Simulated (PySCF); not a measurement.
**Calculated NMR parameters of C=N[Si@H]([SiH3])OC(=O)[SiH3]**

- Formula: C2H9NO2Si3
- SMILES: C=N[Si@H]([SiH3])OC(=O)[SiH3]
- Point group of the computed structure: C1
- Degrees of unsaturation: 2
- Carbon signals: 2
- Proton signals: 5

Atoms are numbered as in `[CH2:1]=[N:2][Si@H:3]([SiH3:4])[O:5][C:6](=[O:7])[SiH3:8]`. Each H is labelled by its parent atom. Ha(C1) is cis to Si3; Hb(C1) is trans to Si3.

Theory: NMR shieldings at PBE0/pcSseg-1/GIAO, GFN2-xTB structure, in PySCF (one conformer, no relativistic terms, equivalent nuclei averaged, isolated molecule).

Referencing at the same level of theory: TMS for 1H (31.72 ppm) and 13C (186.93 ppm) and 29Si (349.16 ppm); 15N (267.73 ppm) vs NH3; 17O (336.08 ppm) vs H2O.

| carbon | δC, type | δH (multiplicity) | HMBC from (2–3 bonds) | span of the C tensor (ppm) |
| --- | --- | --- | --- | --- |
| C1 | 175.2, CH2 | Ha(C1) 8.84 (m); Hb(C1) 8.72 (m) | H(Si3) | 214 |
| C6 | 189.9, C | – | H(Si3), H(Si8) | 182 |

Other nuclei:
```
 atoms  nucleus                               environment  δ (ppm)  σ (ppm)
H(Si3)       1H  hydrogen on a silicon bonded to N, O, Si     5.45    26.27
H(Si8)       1H         hydrogen on a silicon bonded to C     4.14    27.57
H(Si4)       1H        hydrogen on a silicon bonded to Si     3.70    28.01
   Si3     29Si             silicon bonded to N, O, Si, H    -23.0    372.2
   Si8     29Si                  silicon bonded to C, 3 H    -83.3    432.4
   Si4     29Si                 silicon bonded to Si, 3 H   -119.0    468.1
    N2      15N                            imine nitrogen    427.7   -160.0
    O7      17O                           carbonyl oxygen    514.0   -177.9
    O5      17O                    oxygen bonded to C, Si    258.1     78.0
```

1. Carbon types of the structure: 1 × C, 1 × CH2, leaving 7 H on heteroatoms.
2. δC 189.9: carbonyl carbon.
3. δC 175.2: C=N carbon.
4. δH 8.84, 8.72: hydrogen on a C=N carbon.
5. δH 4.14: hydrogen on a silicon bonded to C.
6. δH 3.70: hydrogen on a silicon bonded to Si.

Shifts are as computed. Against solution values, carbons near 30 ppm lie about +3 ppm off and those near 130 ppm about +5 ppm. Of 1211 compounds with measured shifts, 218 miss one by over three times the rms of a fit or turn the order of signals round; such compounds aren't used in these exercises. Unscaled 17O shifts of doubly bonded oxygen tend to come out too high, by tens of ppm or more. Experimental scales use liquid or dissolved standards, which lie at an offset from isolated NH3 (liquid NH3: subtract about 20 ppm) and H2O (liquid H2O: subtract about 36 ppm). Unscaled 15N shifts of sp2 nitrogen come out 20 to 40 ppm too high even then. No couplings were computed; multiplicities are counted from neighbouring protons, with m where these are inequivalent, close in shift, in a saturated or five-membered ring or joined by F or P, and br s for small geminal =CH2 splittings.
